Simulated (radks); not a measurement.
Dy2+, 64 electrons, occupied as [Xe] 4f8 6p2 (not the ground configuration). Method: Dirac Kohn-Sham, PBEsol, spin-unpolarised, spherical densities, finite nucleus; open shells fill j = l - 1/2 first; Fermi nuclear charge, rms radius 5.2218 fm; computed with a radial shooting solver on a logarithmic mesh with Libxc functionals.

Normalised radial functions P(r) = r R(r) (large component), r in bohr:

| r | 5p1/2 | 4f7/2 |
|---|---|---|
| 0.002229 | 0.0093 | 0.0000 |
| 0.003021 | 0.0138 | 0.0000 |
| 0.004095 | 0.0205 | 0.0000 |
| 0.005549 | 0.0309 | 0.0000 |
| 0.007521 | 0.0467 | 0.0000 |
| 0.01027 | 0.0707 | 0.0000 |
| 0.01392 | 0.1038 | 0.0001 |
| 0.01887 | 0.1467 | 0.0004 |
| 0.02558 | 0.1950 | 0.0011 |
| 0.03466 | 0.2346 | 0.0033 |
| 0.04736 | 0.2368 | 0.0096 |
| 0.06418 | 0.1634 | 0.0254 |
| 0.08698 | -0.0056 | 0.0628 |
| 0.1179 | -0.2247 | 0.1420 |
| 0.1598 | -0.3489 | 0.2893 |
| 0.2183 | -0.1977 | 0.5265 |
| 0.2958 | 0.2042 | 0.8123 |
| 0.4009 | 0.5114 | 1.0588 |
| 0.5433 | 0.3253 | 1.1473 |
| 0.7363 | -0.3043 | 1.0318 |
| 0.9979 | -0.8729 | 0.7771 |
| 1.363 | -0.9654 | 0.4821 |
| 1.848 | -0.6387 | 0.2442 |
| 2.504 | -0.2628 | 0.0945 |
| 3.394 | -0.0644 | 0.0263 |
| 4.599 | -0.0080 | 0.0045 |
| 6.283 | -0.0004 | 0.0004 |
| 8.516 | 0.0000 | 0.0000 |
| 11.54 | 0.0000 | 0.0000 |

5p1/2: eigenvalue -56.791 eV, 3 radial nodes at r = 0.0863, 0.257, 0.644 bohr, <r> = 1.38 bohr, 90 % of the charge inside 2.00 bohr. 4f7/2: eigenvalue -37.541 eV, 0 radial nodes, <r> = 0.771 bohr, 90 % of the charge inside 1.29 bohr.
